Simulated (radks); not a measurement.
Values are calculated unless marked as measured or tabulated.
Problem. All-electron atom: the ruthenium ion Ru11+ in [Ar] 3d10 4s1.75 4p3 4d0.25 (fractional occupations, a model configuration). Level of theory: Dirac Kohn-Sham, HCTH/407, spin-unpolarised, spherical densities, finite nucleus; open shells are shared between the two j in proportion to 2j + 1; Fermi nuclear charge, rms radius 4.4809 fm (a radial shooting solver on a logarithmic mesh with Libxc functionals).

Spin-orbit splittings of the eigenvalues, e(l+1/2) - e(l-1/2), with zeta = 2 splitting/(2l+1) and mean radii in bohr:

| shell | occ. | splitting (eV) | zeta (eV) | <r> j=l-1/2 | <r> j=l+1/2 |
|---|---|---|---|---|---|
| 2p | 6 | 131.1 | 87.37 | 0.1235 | 0.1283 |
| 3p | 6 | 22.58 | 15.05 | 0.3926 | 0.4030 |
| 3d | 10 | 4.460 | 1.784 | 0.3765 | 0.3798 |
| 4p | 3 | 4.760 | 3.173 | 0.9623 | 0.9803 |
| 4d | 0.25 | ? | ? | 1.066 | 1.071 |
| 5p | 0 | 1.693 | 1.129 | 1.828 | 1.853 |

Estimate the 4d splitting.

Solution. 0.8303 eV (zeta = 0.3321 eV).
